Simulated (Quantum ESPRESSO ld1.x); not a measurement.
Task: Ce XLVII, configuration [Ne] 3s2 (the NIST ground configuration). Method: Dirac Kohn-Sham, relativistic LDA (MacDonald-Vosko exchange, VWN5 correlation), spin-unpolarised, spherical densities, point nucleus; computed with ld1.x of Quantum ESPRESSO 7.5. Some entries of the table are withheld. Estimate them.

orbital,occ.,eigenvalue (hartree),<r> (bohr),<r^2> (bohr^2)
1s1/2,2,-1586.46,0.02465,0.0008258
2s1/2,2,(1),0.1033,0.01262
2p1/2,2,(2),(3),(4)
2p3/2,4,(5),(6),(7)
3s1/2,2,-140.689,(8),0.07028
3p1/2,0,-136.788,0.2344,(9)
3p3/2,0,-132.358,0.2430,(10)
4s1/2,0,-75.5118,0.4582,0.2367

Result: 
(1) 2s1/2 eigenvalue (hartree): -345.460
(2) 2p1/2 eigenvalue (hartree): -334.338
(3) 2p1/2 <r> (bohr): 0.08653
(4) 2p1/2 <r^2> (bohr^2): 0.009188
(5) 2p3/2 eigenvalue (hartree): -317.485
(6) 2p3/2 <r> (bohr): 0.09241
(7) 2p3/2 <r^2> (bohr^2): 0.01035
(8) 3s1/2 <r> (bohr): 0.2483
(9) 3p1/2 <r^2> (bohr^2): 0.06358
(10) 3p3/2 <r^2> (bohr^2): 0.06816
